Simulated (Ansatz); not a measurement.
A relaxation, step by step

Si2H7SF, singlet, PBE0-D4/def2-TZVP (Ansatz 0.2.0). Settings:

```yaml
hamiltonian: {xc: pbe0, dispersion: d4}
relax: {f_tol: 0.005, max_steps: 200}
```

Start, a step off a saddle point along its unstable mode:

```
11
angstrom
Si -0.6078 0.0787 -0.7598
F 0.0316 -1.8888 -0.0356
H -0.7262 1.3785 -1.4626
H -1.8800 -0.6028 -1.0712
Si -0.2363 0.7435 1.4740
H 0.6003 -1.7237 -0.7112
S 1.1200 -0.6995 -2.0114
H -0.7657 -0.1656 2.5301
H 1.2392 0.8623 1.6514
H -0.8346 2.0949 1.6703
H 2.0594 -0.0777 -1.2741
```

```csv
step,energy less the last (meV),largest force component (eV/Å)
1,1096.8,4.352
2,538.4,0.922
3,246.8,0.875
4,125.5,1.199
5,80.0,1.318
6,38.9,1.053
7 (rejected trial),59.5,1.242
8,20.3,0.342
9,10.5,0.137
10,6.2,0.046
11 (rejected trial),8.8,0.387
12 (rejected trial),12.7,0.156
13,4.2,0.042
14,2.8,0.192
15,2.6,0.138
16,1.6,0.129
17,0.7,0.017
18,0.5,0.014
19,0.3,0.025
20,0.2,0.029
21,0.1,0.040
22,0.1,0.047
23,0.0,0.039
24,0.0,0.013
25,0.0,0.003
```

Step 2, positions (Å) and forces (eV/Å):

```tsv
atom	x	y	z	Fx	Fy	Fz
Si1	-0.598	0.141	-0.782	-0.068	0.768	-0.810
F2	-0.076	-1.956	0.101	-0.085	-0.922	0.699
H3	-0.788	1.465	-1.454	-0.060	0.009	-0.028
H4	-1.794	-0.658	-1.153	0.104	0.071	0.105
Si5	-0.171	0.739	1.437	-0.085	-0.142	0.058
H6	0.561	-1.841	-0.609	0.248	-0.256	-0.014
S7	1.118	-0.662	-1.989	-0.120	0.561	0.219
H8	-0.741	-0.229	2.416	0.050	0.089	-0.076
H9	1.298	0.857	1.658	-0.028	-0.008	-0.039
H10	-0.793	2.079	1.624	0.034	-0.008	0.064
H11	1.985	0.065	-1.250	0.009	-0.160	-0.176
```

Step 9, positions (Å) and forces (eV/Å):

```tsv
atom	x	y	z	Fx	Fy	Fz
Si1	-0.673	0.476	-0.942	0.027	-0.014	-0.020
F2	0.392	-2.483	0.497	0.042	0.055	-0.128
H3	-0.842	1.788	-1.621	0.011	-0.008	-0.008
H4	-1.862	-0.366	-1.222	-0.010	0.012	0.000
Si5	-0.220	0.745	1.343	0.010	-0.027	0.018
H6	0.650	-2.075	-0.313	-0.014	-0.048	0.137
S7	0.940	-0.620	-1.902	-0.030	0.044	0.024
H8	-0.825	-0.336	2.156	-0.005	0.013	-0.014
H9	1.258	0.745	1.506	0.007	0.005	0.009
H10	-0.745	2.066	1.786	-0.015	0.001	-0.003
H11	1.926	0.060	-1.288	-0.024	-0.034	-0.017
```

Step 24, positions (Å) and forces (eV/Å):

```csv
atom,x,y,z,Fx,Fy,Fz
Si1,-0.669,0.558,-0.953,-0.001,-0.001,0.000
F2,0.765,-2.439,0.665,0.001,-0.007,0.013
H3,-0.579,1.892,-1.605,0.001,0.000,-0.001
H4,-1.990,-0.042,-1.269,-0.003,-0.001,-0.001
Si5,-0.276,0.710,1.352,0.004,-0.003,0.000
H6,0.778,-2.075,-0.201,-0.002,0.006,-0.012
S7,0.721,-0.780,-1.943,0.002,0.001,0.000
H8,-0.848,-0.453,2.068,-0.001,0.000,0.001
H9,1.190,0.799,1.579,0.000,0.000,0.001
H10,-0.916,1.964,1.837,-0.002,0.004,0.001
H11,1.824,-0.133,-1.529,0.000,0.001,-0.001
```

Last step (25):

```
atom    x (Å)    y (Å)    z (Å)
 Si1  -0.6697   0.5583  -0.9532
  F2   0.7656  -2.4414   0.6640
  H3  -0.5790   1.8915  -1.6055
  H4  -1.9900  -0.0421  -1.2692
 Si5  -0.2758   0.7102   1.3523
  H6   0.7772  -2.0755  -0.2013
  S7   0.7210  -0.7800  -1.9430
  H8  -0.8478  -0.4527   2.0690
  H9   1.1899   0.7995   1.5803
 H10  -0.9158   1.9645   1.8360
 H11   1.8243  -0.1323  -1.5294
```

Hardware: 4 CPU threads of an Arm Neoverse V2, shared host. Wall time about 60 s.
